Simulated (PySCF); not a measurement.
Ligand exchange on a metal centre used in film growth or etching (Ti OH-NH2). Isolated molecules, 0 K electronic values unless said otherwise. One relaxed conformer stands for each flexible species; it need not be the lowest.

The charge on the central atom (meta-Löwdin) from two functionals at the same geometries (TPSS-D3(BJ)/def2-SVP), both in PySCF: PBE-D3(BJ)/def2-TZVP and TPSSh-D3(BJ)/def2-TZVP. 

```csv
species,TPSSh-D3(BJ)/def2-TZVP (e)
0 of 4 OH replaced by NH2 ([Ti(OH)4]),1.45
1 of 4 OH replaced by NH2,1.39
3 of 4 OH replaced by NH2,1.27
4 of 4 OH replaced by NH2 ([Ti(NH2)4]),1.22
```

**Question.** What does PBE-D3(BJ)/def2-TZVP give for each?

**Answer.** 
- 0 of 4 OH replaced by NH2 ([Ti(OH)4]): 1.35
- 1 of 4 OH replaced by NH2: 1.29
- 3 of 4 OH replaced by NH2: 1.17
- 4 of 4 OH replaced by NH2 ([Ti(NH2)4]): 1.12
Over these rows, drawn at random from the members with no instability flagged (it was tested for open shells, ions and some series alone), PBE minus TPSSh-D3(BJ): mean -0.11 e, from -0.11 e to -0.10 e.
